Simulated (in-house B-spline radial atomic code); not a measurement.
Configurations of S⁵⁺, with energies counted from [Ne] 3s1. Computed with a B-spline radial code for spherical atoms: non-relativistic B97-1, spin-polarised, spherical fractional occupations, point nucleus. Caution: exact exchange at fractional occupations of open shells leaves self-interaction of up to several eV. Shells without spins written out take the highest spin.

Occupations are held fixed; configurations that lie above the ionisation limit could autoionise.

```csv
configuration,E - E(ref) (eV),highest orbital,its <r> (bohr)
"[Ne] 4s(1 up, 0 down)",43.947,4s up,2.829
[Ne] 4d1,55.484,4d up,3.267
"[Ne] 4f(1 up, 0 down)",57.718,4f up,3.011
[He] 2s2 2p5 3s2,169.06,3s down,1.362
[He] 2s1 2p6 3s2,219.9,3s down,1.366
"[He] 2s(1 up, 0 down) 2p6 3s(0 up, 1 down) 3d(1 up, 0 down)",252.54,3d up,1.486
```

Q: Order these further configurations by energy, lowest first.
A. [He] 2s1 2p6 3s1 4d1
B. [He] 2s2 2p5 3s1 4d1
C. [Ne] 3p1
D. [He] 2s1 2p6 3s1 3p1
E. [He] 2s2 2p5 3s1 4f1

A: C (13.848 eV), B (228.59 eV), D (231.43 eV), E (231.56 eV), A (279.06 eV).

Q: How far above the reference does [He] 2s1 2p6 3s1 4f1 lie?

A: 282.03 eV; its least bound orbital is 4f up with <r> = 2.881 bohr.

Q: How far above the reference does [Ne] 3d(1 up, 0 down) lie?

A: 31.624 eV; its least bound orbital is 3d up with <r> = 1.626 bohr.
